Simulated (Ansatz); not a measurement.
**A rate constant, worked out**

An elementary step of AlH5SO3, closed shell (AlH₃SO₂ ([OH][Al]([OH])[SH]) + H₂O → AlH₃O₃ ([OH][Al]([OH])[OH]) + H₂S (still joined by a long Al–S bond); Al–S, H–O broken or loosened, Al–O, S–H formed or tightened). The start structure is the complex of the reactants, bound by 0.96 eV, and the electronic barrier above it is 0.724 eV by CCSD(T) at an estimated basis limit (MP2 extrapolated from triple and quadruple zeta, plus CCSD(T) − MP2 in triple zeta). Ansatz 0.2.0; basis: def2-TZVPP and def2-QZVPP; cores frozen in the correlated methods. Extrapolation: Hartree–Fock as exp(−7.88 √X), correlation as X^−2.97. Harmonic wavenumbers at PBE0-D4/def2-TZVP (Ansatz 0.2.0), in cm⁻¹:

Start: 109, 141, 166, 187, 209, 244, 257, 276, 312, 419, 442, 584, 613, 632, 667, 696, 789, 894, 1611, 2714, 3743, 3837, 3969, 3986.

Saddle: 782i, 113, 119, 184, 198, 239, 290, 341, 355, 448, 527, 561, 597, 634, 663, 750, 828, 914, 1253, 1473, 2713, 3893, 3976, 3979.

(1) Work out the transition-state-theory rate constant at 600 K from these numbers alone (harmonic vibrations; rotation, path degeneracy and anharmonicity left out), and the Wigner tunnelling factor. Use 1 cm⁻¹ = 1.2398 × 10⁻⁴ eV and k_B = 8.617 × 10⁻⁵ eV/K.

The T1 diagnostic stays at or below 0.013.

Answers

(1) Zero-point energies, half the sums: start 27497/2 cm⁻¹ = 1.7046 eV; saddle, real modes only, 25048/2 cm⁻¹ = 1.5528 eV.
Barrier with zero-point energy: 0.724 + 1.5528 − 1.7046 = 0.5722 eV.
k_BT = 0.05170 eV, so the barrier is 11.07 k_BT.
Vibrational partition functions from the zero-point level, ln q = −Σ ln(1 − exp(−hν/k_BT)): start 11.157, saddle 9.824.
k = (k_BT/h) exp(ln q‡ − ln q) exp(−E0/k_BT), with log₁₀(k_BT/h in s⁻¹) = 13.10: log₁₀ k = 13.10 + (-1.333 − 11.07)/2.3026 = 7.71, so k ≈ 5 × 10^(7) s⁻¹.
Wigner factor: 1 + (hν‡/k_BT)²/24 = 1 + (1.88)²/24 = 1.15. A change of 1 kcal/mol (0.043 eV) in the barrier would change k by a factor of 2.3 at this temperature.

Labels in which every atom is bracketed show which atoms are joined, not bond orders.

For scale, one of the runs: CCSD(T)/def2-TZVPP, 247 basis functions, launched by `ansatz run in.yaml --threads 4 --pin off --events-out ev --progress --plain --max-ram 9574MiB`. Hardware: 4 CPU threads of an Arm Neoverse V1, shared host. Wall time 2.8 min; peak host memory 5.1 GiB.
